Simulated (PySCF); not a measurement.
**Electronic structure of Zr+ (zirconium, charge +1) at the UHF level**

Configuration: [Kr] 4d1 5s1 6s1, high-spin 4D determinant (an excited configuration). All numbers are calculated (PySCF 2.14, scalar relativity by spin-free X2C-1e, in aug-cc-pVTZ-DK).

```json
{"Total energy": "-3595.577421 hartree", "One-electron energy": "-4945.0191 hartree", "Hartree (Coulomb) energy": "1462.1077 hartree", "Exchange energy": "-112.6659 hartree", "⟨S²⟩": "3.7530", "⟨L²⟩": "6.041", "Sum of ⟨r⟩": "32.42 bohr", "Sum of ⟨r²⟩": "95.76 bohr²", "Traceless quadrupole moment −½Σ⟨3z² − r²⟩ along its main axis": "-1.06 e·bohr²", "Langevin diamagnetic susceptibility": "-75.8 ×10⁻⁶ cm³/mol"}
```

```tsv
shell	electrons	mean orbital energy (eV)	spread (eV)	rms radius, mean of both spins (bohr)
1s α	1	-18110.3	0	0.0426
1s β	1	-18110.2	0	0.0426
2s α	1	-2593.9	0	0.176
2s β	1	-2593.7	0	0.176
2p α	3	-2309.2	0.008	0.157
2p β	3	-2309.1	0.178	0.157
3s α	1	-468.45	0	0.487
3s β	1	-468.17	0	0.487
3p α	3	-372.76	0.253	0.496
3p β	3	-372.58	0.403	0.496
3d α	5	-215.49	0.776	0.495
3d β	5	-215.19	0.463	0.495
4s α	1	-82.740	0	1.29
4s β	1	-81.135	0	1.29
4p α	3	-54.935	0.890	1.45
4p β	3	-53.144	1.280	1.45
4d α	1	-21.208	0	2.09
5s α	1	-16.313	0	3.35
6s α	1	-5.774	0	7.72
```

The outer electron is Rydberg-like, and this basis confines it to a smaller radius and binds it less than a complete one would.

Densities and radii are taken from the X2C orbitals without a picture-change correction, which distorts them close to the nucleus.

Spin-orbit constants ζ (cm⁻¹) from the X2C one-electron operator on these orbitals: bare nucleus, nucleus screened by l(l+1)(2l+1)/3 electrons, and screened by the Breit-Pauli mean field of the electrons.

```json
{"shell": "2p", "bare": "470100", "screened nucleus": "446600", "mean field": "n/a"}
{"shell": "3p", "bare": "75560", "screened nucleus": "71780", "mean field": "n/a"}
{"shell": "3d", "bare": "10380", "screened nucleus": "7781", "mean field": "n/a"}
{"shell": "4p", "bare": "9144", "screened nucleus": "8686", "mean field": "n/a"}
{"shell": "4d", "bare": "662.2", "screened nucleus": "496.7", "mean field": "n/a"}
```

To first order the Landé constant is A = 165.6 cm⁻¹, so the lowest level has J = 1/2 and lies 0.0924 eV below the centre of the term. This holds in LS coupling only.
